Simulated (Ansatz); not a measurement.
A run on `C[S][SnH]([F])[F]` with other settings.

```yaml
crystal:
  periodic: [false, false, false]
  atoms:
    - {symbol: C, position_ang: [-1.217136, -0.074010, 1.033613]}
    - {symbol: S, position_ang: [0.035079, 1.237888, 0.843418]}
    - {symbol: Sn, position_ang: [1.267965, 0.279979, -0.914400]}
    - {symbol: F, position_ang: [1.769836, -1.484856, -0.377120]}
    - {symbol: F, position_ang: [0.043053, -0.131938, -2.323356]}
    - {symbol: H, position_ang: [-1.802056, -0.190606, 0.123198]}
    - {symbol: H, position_ang: [-0.754168, -1.018059, 1.314694]}
    - {symbol: H, position_ang: [-1.869913, 0.259942, 1.839582]}
    - {symbol: H, position_ang: [2.615840, 1.075357, -1.556729]}
basis:
  gaussian: {orbitals: ANO-RCC-VTZP}
hamiltonian: {xc: {name: B97}}
```

```sh
$ ansatz run in.yaml --threads 2 --pin off --events-out ev --progress --plain --max-ram 32768MiB --backend cpu
```

Output, abridged:

```
Functional definition: B97
1995 factors; their error is unknown
mean field evaluation 1: about -185467.8271 eV, gradient 6.9e1 eV
mean field evaluation 2: about -185447.1545 eV, gradient 1.3e2 eV
mean field evaluation 4: about -185476.3291 eV, gradient 5.8e0 eV
mean field evaluation 8: about -185476.3996 eV, gradient 3.6e-1 eV
mean field evaluation 16: about -185476.5967 eV, gradient 3.0e-4 eV
mean field -185476.59667974 eV, -6816.1392074280 hartree, gradient 3.6e-5 eV, S^2 0.000000; 0 other end points of the search recorded, 0 dependent functions left out
reference -185476.59674119 eV, -6816.1392096861 hartree; 47, 47 occupied and 201, 201 virtual orbitals, 1995 factors
Total energy: -185476.59674119 eV, -6816.1392096861 hartree
Relativity: scalar
```

It took 20 s on 2 threads of an AMD EPYC 7R13 on a shared host, with 1 GiB of host memory at the peak.
